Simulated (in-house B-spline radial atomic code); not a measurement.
The carbon ion C²⁺: [He] 2s2 (with a hole in an inner shell)

Level of theory: Dirac-Kohn-Sham PBE0, spherical fractional occupations, Fermi nucleus of rms radius 2.4702 fm; calculated with a B-spline radial code for spherical atoms.

Z_r = [3n² - l(l+1)]/(2<r>); Z_e = n√(-2ε); the last column is Slater's effective charge. Values are occupation-weighted means over j.

| shell | electrons | ε (eV) | <r> (bohr) | Z_r | Z_e | Slater |
| --- | --- | --- | --- | --- | --- | --- |
| 1s | 2 | -317.66 | 0.2693 | 5.57 | 4.83 | 5.70 |
| 2s | 2 | -42.056 | 1.363 | 4.40 | 3.52 | 3.95 |

The least bound orbital is 2s1/2 at -42.06 eV, and it is also the most diffuse (<r> = 1.363 bohr).

For the 1s electron the small component carries 0.0427 % of the norm, the zero-frequency Breit interaction raises the level by 0.06909 eV, self-energy by 0.02257 eV, and vacuum polarisation lowers it by 0.0009889 eV.
